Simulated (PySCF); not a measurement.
Job for PySCF: R-HF/3-21G on H6 ring, a point of a bond scan (R = 1.300 Å).

```python
from pyscf import gto, scf, dft, mp
from pyscf.data.elements import chemcore

mol = gto.M(
    atom='''
    H     1.30000000    0.00000000    0.00000000
    H     0.65000000    1.12583302    0.00000000
    H    -0.65000000    1.12583302    0.00000000
    H    -1.30000000    0.00000000    0.00000000
    H    -0.65000000   -1.12583302    0.00000000
    H     0.65000000   -1.12583302    0.00000000
    ''',
    basis='3-21g',
    charge=0, spin=0, verbose=3, max_memory=1800)
mf = scf.RHF(mol)
mf.conv_tol = 1e-8
mf.max_cycle = 100
mf.kernel()
if not mf.converged:
    mf = mf.newton().run(mf.mo_coeff, mf.mo_occ)
```

Question: What total energy does the run end on?

Answer: -3.1322 hartree.
